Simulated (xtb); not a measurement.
xtb input (GFN1-xTB):

```bash
xtb mol.xyz --gfn 1 --sp --chrg 0 --uhf 0
```
mol.xyz:
```
3

Hg     0.00000000     0.00000000     0.00000000
I     -0.00000000    -0.00000000    -2.61159500
I      0.00000000     0.00000000     2.61159500
```

Output:

```
           -------------------------------------------------
          |                Calculation Setup                |
           -------------------------------------------------

           -------------------------------------------------
          |                 G F N 1 - x T B                 |
           -------------------------------------------------

        Reference                      10.1021/acs.jctc.7b00118
      * Hamiltonian:
        H0-scaling (s, p, d)           1.850000    2.250000    2.000000
        zeta-weighting                 0.000000
      * Dispersion:
        s8                             2.400000
        a1                             0.630000
        a2                             5.000000
        s9                             0.000000
      * Repulsion:
        kExp                           1.500000
        rExp                           1.000000
      * Coulomb:
        alpha                          2.000000
        third order                    atomic
        anisotropic                    false
      * Halogen bond correction:
        rad-scale                      1.300000
        damping                        0.440000

          ...................................................
          :                      SETUP                      :
          :.................................................:
          :  # basis functions                  24          :
          :  # atomic orbitals                  22          :
          :  # shells                            8          :
          :  # electrons                        16          :
          :  # halogen bonds                     0          :
          :  max. iterations                   250          :
          :  Hamiltonian                  GFN1-xTB          :
          :  restarted?                      false          :
          :  GBSA solvation                  false          :
          :  PC potential                    false          :
          :  electronic temp.          300.0000000     K    :
          :  accuracy                    1.0000000          :
          :  -> integral cutoff          0.2500000E+02      :
          :  -> integral neglect         0.1000000E-07      :
          :  -> SCF convergence          0.1000000E-05 Eh   :
          :  -> wf. convergence          0.2000000E-04 e    :
          :  Broyden damping             0.4000000          :
          :  net charge                          0          :
          :  unpaired electrons                  0          :
          ...................................................

 iter      E             dE          RMSdq      gap      omega  full diag
   1     -8.8324316 -0.883243E+01  0.638E+00    4.72       0.0  T
   2     -8.8755831 -0.431515E-01  0.209E+00    5.18       1.0  T
   3     -8.8756084 -0.253827E-04  0.107E+00    5.17       1.0  T
   4     -8.8756168 -0.834731E-05  0.105E-02    5.16       5.5  T
   5     -8.8756168 -0.219231E-09  0.471E-03    5.16      12.3  T
   6     -8.8756168 -0.365841E-10  0.294E-05    5.16    1960.9  T
   7     -8.8756168 -0.129674E-12  0.492E-07    5.16  100000.0  T

   *** convergence criteria satisfied after 7 iterations ***

         #    Occupation            Energy/Eh            Energy/eV
      -------------------------------------------------------------
         1        2.0000           -0.8799162             -23.9437
         2        2.0000           -0.8792492             -23.9256
         3        2.0000           -0.5701307             -15.5140
         4        2.0000           -0.4453990             -12.1199
         5        2.0000           -0.4357569             -11.8575
         6        2.0000           -0.4357569             -11.8575
         7        2.0000           -0.4236614             -11.5284
         8        2.0000           -0.4236614             -11.5284 (HOMO)
         9                         -0.2339637              -6.3665 (LUMO)
        10                         -0.1673993              -4.5552
        11                         -0.1673993              -4.5552
        12                         -0.0743755              -2.0239
        13                         -0.0742070              -2.0193
       ...                                ...                  ...
        22                          0.7464797              20.3127
      -------------------------------------------------------------
                  HL-Gap            0.1896977 Eh            5.1619 eV
             Fermi-level           -0.3288126 Eh           -8.9474 eV

 SCC (total)                   0 d,  0 h,  0 min,  0.005 sec
 SCC setup                      ...        0 min,  0.000 sec (  3.292%)
 Dispersion                     ...        0 min,  0.000 sec (  1.195%)
 classical contributions        ...        0 min,  0.000 sec (  0.726%)
 integral evaluation            ...        0 min,  0.001 sec ( 25.178%)
 iterations                     ...        0 min,  0.002 sec ( 35.298%)
 molecular gradient             ...        0 min,  0.001 sec ( 28.081%)
 printout                       ...        0 min,  0.000 sec (  5.826%)

         :::::::::::::::::::::::::::::::::::::::::::::::::::::
         ::                     SUMMARY                     ::
         :::::::::::::::::::::::::::::::::::::::::::::::::::::
         :: total energy              -8.861396448816 Eh    ::
         :: gradient norm              0.010587319068 Eh/a0 ::
         :: HOMO-LUMO gap              5.161936131570 eV    ::
         ::.................................................::
         :: SCC energy                -8.875616790836 Eh    ::
         :: -> electrostatic           0.014390685965 Eh    ::
         :: repulsion energy           0.015558412429 Eh    ::
         :: dispersion energy         -0.001338070409 Eh    ::
         :: halogen bond corr.         0.000000000000 Eh    ::
         :: add. restraining           0.000000000000 Eh    ::
         :: total charge               0.000000000000 e     ::
         :::::::::::::::::::::::::::::::::::::::::::::::::::::

           -------------------------------------------------
          |                Property Printout                |
           -------------------------------------------------

    * Orbital Energies and Occupations

         #    Occupation            Energy/Eh            Energy/eV
      -------------------------------------------------------------
         1        2.0000           -0.8799162             -23.9437
         2        2.0000           -0.8792492             -23.9256
         3        2.0000           -0.5701307             -15.5140
         4        2.0000           -0.4453990             -12.1199
         5        2.0000           -0.4357569             -11.8575
         6        2.0000           -0.4357569             -11.8575
         7        2.0000           -0.4236614             -11.5284
         8        2.0000           -0.4236614             -11.5284 (HOMO)
         9                         -0.2339637              -6.3665 (LUMO)
        10                         -0.1673993              -4.5552
        11                         -0.1673993              -4.5552
        12                         -0.0743755              -2.0239
        13                         -0.0742070              -2.0193
        14                         -0.0742070              -2.0193
        15                         -0.0739612              -2.0126
        16                         -0.0739612              -2.0126
        17                         -0.0727706              -1.9802
        18                         -0.0727706              -1.9802
        19                          0.0606363               1.6500
       ...                                ...                  ...
Note: The following floating-point exceptions are signalling: IEEE_DENORMAL
normal termination of xtb
        22                          0.7464797              20.3127
      -------------------------------------------------------------
                  HL-Gap            0.1896977 Eh            5.1619 eV
             Fermi-level           -0.3288126 Eh           -8.9474 eV

  Mulliken/CM5 charges         n(s)   n(p)   n(d)
     1Hg    0.10339  0.15550   1.242  0.655  0.000
     2I    -0.05169 -0.07775   1.988  5.067 -0.004
     3I    -0.05169 -0.07775   1.988  5.067 -0.004

Wiberg/Mayer (AO) data.
largest (>0.10) Wiberg bond orders for each atom

 ---------------------------------------------------------------------------
     #   Z sym  total        # sym  WBO       # sym  WBO       # sym  WBO
 ---------------------------------------------------------------------------
     1  80 Hg   2.104 --     2 I    1.052     3 I    1.052
     2  53 I    1.302 --     1 Hg   1.052     3 I    0.250
     3  53 I    1.302 --     1 Hg   1.052     2 I    0.250
 ---------------------------------------------------------------------------

Topologies differ in total number of bonds
Writing topology from bond orders to xtbtopo.mol

 dipole moment from electron density (au)
     X       Y       Z
  -0.0000  -0.0000  -0.0000  total (Debye):    0.000

           -------------------------------------------------
          | TOTAL ENERGY               -8.861396448816 Eh   |
          | GRADIENT NORM               0.010587319068 Eh/α |
          | HOMO-LUMO GAP               5.161936131570 eV   |
           -------------------------------------------------

------------------------------------------------------------------------
------------------------------------------------------------------------
 total:
 SCF:
```
